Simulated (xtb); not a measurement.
C4H9FSi, SMILES CC1(F)C[SiH2]C1. All values are semi-empirical tight-binding results from xtb (GFN2-xTB unless named), good for trends rather than for accurate numbers. Geometry optimised at GFN2-xTB. This is a generated structure with no PubChem entry under its InChIKey; it may be hypothetical.

Optimised geometry:

Bonds (Å): C1–C2 1.517, C1–H7 1.088, C1–H8 1.088, C1–H9 1.086, C2–F3 1.394, C2–C4 1.539, C2–C6 1.539, C4–Si5 1.911, C4–H10 1.088, C4–H11 1.087, Si5–C6 1.911, Si5–H12 1.463, Si5–H13 1.460, C6–H14 1.087, C6–H15 1.088. Bond angles (°): C2–C1–H7 110.0, C2–C1–H8 110.0, C2–C1–H9 109.6, H7–C1–H8 108.6, H7–C1–H9 109.3, H8–C1–H9 109.3, C1–C2–F3 107.6, C1–C2–C4 113.5, C1–C2–C6 113.5, F3–C2–C4 111.0, F3–C2–C6 111.0, C4–C2–C6 100.1, C2–C4–Si5 90.7, C2–C4–H10 110.2, C2–C4–H11 113.6, Si5–C4–H10 113.8, Si5–C4–H11 120.0, H10–C4–H11 107.6, C4–Si5–C6 76.3, C4–Si5–H12 114.5, C4–Si5–H13 117.4, C6–Si5–H12 114.5, C6–Si5–H13 117.4, H12–Si5–H13 112.4, C2–C6–Si5 90.7, C2–C6–H14 113.6, C2–C6–H15 110.2, Si5–C6–H14 120.0, Si5–C6–H15 113.8, H14–C6–H15 107.6.
Charge 0, spin multiplicity 1.

Task: Estimate the properties. (Estimate from the structure and the level; the computed values follow.)

Result: 
```json
{
  "point_group_as_xtb_finds_it": "Cs",
  "orbital_gap": "4.88 eV",
  "dipole_moment": "2.60 D",
  "zero_point_energy": "73.2 kcal/mol",
  "G − E(el) at 298.15 K (modified RRHO)": "53.8 kcal/mol",
  "static polarisability (D4 model)": "73.8 bohr³",
  "solvation energy, GFN2-xTB/ALPB(water)": "-2.6 kcal/mol",
  "solvation energy, GFN2-xTB/ALPB(benzene)": "-4.3 kcal/mol"
}
```

Task: Give the atomic charges and the Wiberg bond orders between heavy atoms. (Estimate from the structure and the level; the computed values follow.)

Result: charges (e) C1 -0.11, C2 0.17, F3 -0.28, C4 -0.18, Si5 0.46, C6 -0.18, H7 0.05, H8 0.05, H9 0.04, H10 0.04, H11 0.03, H12 -0.07, H13 -0.07, H14 0.03, H15 0.04. Bond orders C1–C2 1.01, C2–F3 0.90, C2–C4 1.00, C4–Si5 0.89, C2–C6 1.00, Si5–C6 0.89.
